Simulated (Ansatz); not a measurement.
Stretching the Se4–H5 bond in GaH3Se (SMILES [GaH2][SeH]) (multiplicity 1 held, fragments rigid). Energies count from the point at 1.471 Å.
Geometry at that point (charge 0, multiplicity 1):
```xyz
5

Ga     0.275     0.011    -1.153
H     -0.804    -0.576    -2.117
H      1.662     0.604    -1.556
Se    -0.304    -0.028     1.114
H      0.957     0.590     1.552
```

R- and RO- levels are restricted; in cc, def2 and unpolarised 6-31G sets they are followed outwards from rest.

Cores are frozen in the correlated methods. Filled d and f shells under p-block atoms count as core.

The values were computed with Ansatz (Gaussian basis) for Hartree–Fock, density functionals and correlated methods. Values without a source in brackets are computed.

### Question
Give the energy at R = 4.709 Å at the level R-B3LYP/cc-pVTZ.

### Answer
516 kJ/mol

### Question
Predict the energy at R = 4.709 Å from R-SCS-MP2/cc-pVTZ.

### Answer
369 kJ/mol

### Question
What energy at R = 4.709 Å does R-HF/cc-pVTZ give?

### Answer
716 kJ/mol

Doubts at one or more of the structures used: a restricted determinant that unrestricted orbitals would lower (R-HF/cc-pVTZ, R-B3LYP/cc-pVTZ, R-SCS-MP2/cc-pVTZ).

Ansatz is a quantum-chemistry and plane-wave program.
